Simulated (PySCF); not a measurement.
**Magnesium: highly charged ions in a basis for the neutral atom**

Mg⁷⁺ [He] 2s2 2p1, Mg⁸⁺ [He] 2s2. Computed with PySCF 2.14 in aug-cc-pVDZ-DK, with the spin-free X2C one-electron Hamiltonian (Gaussian nucleus). No spin-orbit coupling, so a gap to NIST mixes the basis error with missing relativistic terms.

Changed run: basis of the neutral atom used for a highly charged ion. This setting is unsound on purpose.

```csv
species,method,sound run (hartree),changed run (hartree),converged
Mg⁷⁺,UHF,not run,-171.19201,yes
Mg⁷⁺,PBE,not run,-171.24270,yes
Mg⁷⁺,B3LYP,not run,-171.32873,yes
Mg⁸⁺,UHF,not run,-161.62022,yes
Mg⁸⁺,PBE,not run,-161.62991,yes
Mg⁸⁺,B3LYP,not run,-161.70143,yes
```

Ionisation energy of Mg⁷⁺:

```json
{"method": "UHF", "changed run (eV)": "260.46", "NIST (eV)": "265.92"}
{"method": "PBE", "changed run (eV)": "261.58", "NIST (eV)": "265.92"}
{"method": "B3LYP", "changed run (eV)": "261.97", "NIST (eV)": "265.92"}
```

The contracted functions were made for the neutral atom and can be too rigid for a highly charged ion.
